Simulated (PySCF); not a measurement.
C$_{5}$H$_{7}$O (SMILES C[C]=CC(C)=O), doublet (typed; the unrestricted solution is spin-contaminated), geometry from GFN2-xTB, with bond 12-5 at 2.0 times its length; B3LYP/3-21G run with PySCF.

Input for PySCF:
```python
from pyscf import gto, scf, dft

mol = gto.M(
    atom='''
C     2.75650541    0.36087670    0.56554134
C     1.37072756    0.06806774    0.28330247
C     0.18743720    0.54972892    0.02994208
C    -1.00731580   -0.29866867   -0.20415839
C    -2.26453742    0.49508700   -0.47651472
O    -0.99012776   -1.50544505   -0.18209384
H     3.02975488   -0.05410036    1.53641344
H     3.39217292   -0.10270150   -0.18982773
H     2.96063703    1.44010429    0.57779867
H    -0.01644073    1.62528458   -0.02994801
H    -2.12050728    1.11987264   -1.35609277
H    -2.69560894    1.79004552    1.21951766
H    -3.10142323   -0.17801558   -0.64177122
''',
    basis='3-21g',
    spin=1,
    verbose=4,
)

mf = dft.UKS(mol)
mf.xc = 'b3lyp'
mf.DIIS = scf.ADIIS
mf.kernel()
```

The log (banner, timings and long lists left out):

```
PySCF version 2.14.0

[INPUT] verbose = 4
[INPUT] num. atoms = 13
[INPUT] num. electrons = 45
[INPUT] charge = 0
[INPUT] spin (= nelec alpha-beta = 2S) = 1
[INPUT] symmetry False subgroup None
[INPUT] Mole.unit = angstrom
[INPUT] Symbol           X                Y                Z      unit          X                Y                Z       unit  Magmom
[...]
nuclear repulsion = 204.629541516952
number of shells = 44
number of NR pGTOs = 111
number of NR cGTOs = 68
basis = 3-21g
ecp = {}

******** <class 'pyscf.dft.uks.UKS'> ********
method = UKS
initial guess = minao
damping factor = 0
level_shift factor = 0
DIIS = <class 'pyscf.scf.diis.ADIIS'>
diis_start_cycle = 1
diis_space = 8
diis_damp = 0
SCF conv_tol = 1e-09
SCF conv_tol_grad = None
SCF max_cycles = 50
direct_scf = True
direct_scf_tol = 1e-13
number electrons alpha = 23  beta = 22
XC library pyscf.dft.libxc version 7.1.2
    S. Lehtola, C. Steigemann, M. J. T. Oliveira, and M. A. L. Marques,  SoftwareX 7, 1–5 (2018)
XC functionals = b3lyp
    P. J. Stephens, F. J. Devlin, C. F. Chabalowski, and M. J. Frisch,  J. Phys. Chem. 98, 11623 (1994)
radial grids:
    Treutler-Ahlrichs [JCP 102, 346 (1995); DOI:10.1063/1.469408] (M4) radial grids

becke partition: Becke, JCP 88, 2547 (1988); DOI:10.1063/1.454033
pruning grids: <function nwchem_prune>
grids dens level: 3
symmetrized grids: False
atomic radii adjust function: <function treutler_atomic_radii_adjust>
small_rho_cutoff = 0
Set gradient conv threshold to 3.16228e-05
tot grids = 153328
init E= -268.732018957563

cycle= 1 E= -268.059569936792  delta_E= 0.672  |g|= 0.598  |ddm|= 2.64
cycle= 2 E= -265.783142242662  delta_E= 2.28  |g|= 1.84  |ddm|= 2.35
cycle= 3 E= -268.039277067138  delta_E= -2.26  |g|= 0.633  |ddm|= 2.29
cycle= 4 E= -268.216036989083  delta_E= -0.177  |g|= 0.177  |ddm|= 0.764
cycle= 5 E= -268.135626422896  delta_E= 0.0804  |g|= 0.372  |ddm|= 0.624
cycle= 6 E= -268.228483811167  delta_E= -0.0929  |g|= 0.107  |ddm|= 0.314
cycle= 7 E= -268.235206175114  delta_E= -0.00672  |g|= 0.0389  |ddm|= 0.159
cycle= 8 E= -268.234803459907  delta_E= 0.000403  |g|= 0.0477  |ddm|= 0.0998
cycle= 9 E= -268.236180166332  delta_E= -0.00138  |g|= 0.0242  |ddm|= 0.0742
cycle= 10 E= -268.23579436644  delta_E= 0.000386  |g|= 0.0402  |ddm|= 0.0738
cycle= 11 E= -268.236377819112  delta_E= -0.000583  |g|= 0.00943  |ddm|= 0.0424
cycle= 12 E= -268.236291098856  delta_E= 8.67e-05  |g|= 0.0139  |ddm|= 0.0247
[...]
cycle= 21 E= -268.236444691562  delta_E= -1.84e-06  |g|= 0.000385  |ddm|= 0.00257
cycle= 22 E= -268.236445570402  delta_E= -8.79e-07  |g|= 0.00066  |ddm|= 0.00186
cycle= 23 E= -268.236446351936  delta_E= -7.82e-07  |g|= 0.0014  |ddm|= 0.00287
cycle= 24 E= -268.236444785906  delta_E= 1.57e-06  |g|= 0.00324  |ddm|= 0.00561
cycle= 25 E= -268.236449785317  delta_E= -5e-06  |g|= 0.000759  |ddm|= 0.00428
cycle= 26 E= -268.236452298767  delta_E= -2.51e-06  |g|= 0.00143  |ddm|= 0.00353
cycle= 27 E= -268.236453014783  delta_E= -7.16e-07  |g|= 0.00319  |ddm|= 0.00591
cycle= 28 E= -268.236455957009  delta_E= -2.94e-06  |g|= 0.00335  |ddm|= 0.00736
cycle= 29 E= -268.236464416197  delta_E= -8.46e-06  |g|= 0.00229  |ddm|= 0.00671
cycle= 30 E= -268.23646184937  delta_E= 2.57e-06  |g|= 0.00528  |ddm|= 0.00941
cycle= 31 E= -268.236478780577  delta_E= -1.69e-05  |g|= 0.00269  |ddm|= 0.0085
cycle= 32 E= -268.236487829001  delta_E= -9.05e-06  |g|= 0.00411  |ddm|= 0.00923
cycle= 33 E= -268.236462438385  delta_E= 2.54e-05  |g|= 0.00911  |ddm|= 0.0157
cycle= 34 E= -268.236528441475  delta_E= -6.6e-05  |g|= 0.00207  |ddm|= 0.0112
cycle= 35 E= -268.236558785299  delta_E= -3.03e-05  |g|= 0.00329  |ddm|= 0.0105
cycle= 36 E= -268.236574174327  delta_E= -1.54e-05  |g|= 0.00729  |ddm|= 0.0158
cycle= 37 E= -268.23652258875  delta_E= 5.16e-05  |g|= 0.0133  |ddm|= 0.0254
cycle= 38 E= -268.236700454298  delta_E= -0.000178  |g|= 0.00375  |ddm|= 0.0192
cycle= 39 E= -268.236777978746  delta_E= -7.75e-05  |g|= 0.00639  |ddm|= 0.0185
cycle= 40 E= -268.236765953182  delta_E= 1.2e-05  |g|= 0.0149  |ddm|= 0.03
cycle= 41 E= -268.236930582276  delta_E= -0.000165  |g|= 0.0104  |ddm|= 0.0297
cycle= 42 E= -268.237085681218  delta_E= -0.000155  |g|= 0.0113  |ddm|= 0.0309
cycle= 43 E= -268.236861283701  delta_E= 0.000224  |g|= 0.0258  |ddm|= 0.0486
cycle= 44 E= -268.237462430137  delta_E= -0.000601  |g|= 0.00634  |ddm|= 0.0354
cycle= 45 E= -268.237692686642  delta_E= -0.00023  |g|= 0.00935  |ddm|= 0.0302
cycle= 46 E= -268.237759582556  delta_E= -6.69e-05  |g|= 0.0197  |ddm|= 0.043
cycle= 47 E= -268.237867207343  delta_E= -0.000108  |g|= 0.0217  |ddm|= 0.0511
cycle= 48 E= -268.238367934067  delta_E= -0.000501  |g|= 0.0109  |ddm|= 0.0424
cycle= 49 E= -268.238392082971  delta_E= -2.41e-05  |g|= 0.0202  |ddm|= 0.0441
cycle= 50 E= -268.238667809503  delta_E= -0.000276  |g|= 0.0154  |ddm|= 0.0442
SCF not converged.
SCF energy = -268.238667809503 after 50 cycles  <S^2> = 0.95145613  2S+1 = 2.1922191
```

Convergence was not reached.
